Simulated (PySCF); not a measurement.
A calculated (r2SCAN, PySCF 2.14, x2c-TZVPPall, scalar relativity by spin-free X2C-1e) atom or ion has these occupied shells.

```tsv
shell	electrons	orbital energy (eV)	rms radius, mean of both spins (bohr)
1s α	1	-15963.3	0.0451
1s β	1	-15963.3	0.0451
2s α	1	-2179.6	0.187
2s β	1	-2179.6	0.187
2p α	3	-1935.8	0.166
2p β	3	-1935.8	0.166
3s α	1	-348.42	0.526
3s β	1	-348.41	0.526
3p α	3	-268.79	0.538
3p β	3	-268.77	0.538
3d α	5	-137.65	0.550
3d β	5	-137.63	0.550
4s α	1	-49.673	1.45
4s β	1	-49.609	1.45
4p α	3	-30.903	1.67
4p β	3	-30.870	1.67
5p α	1	-6.438	5.09
```

(1) Name the element and its charge.

## Answers

(1) Sr⁺ (strontium, charge +1), in [Kr] 5p1, 2P determinant (an excited configuration).
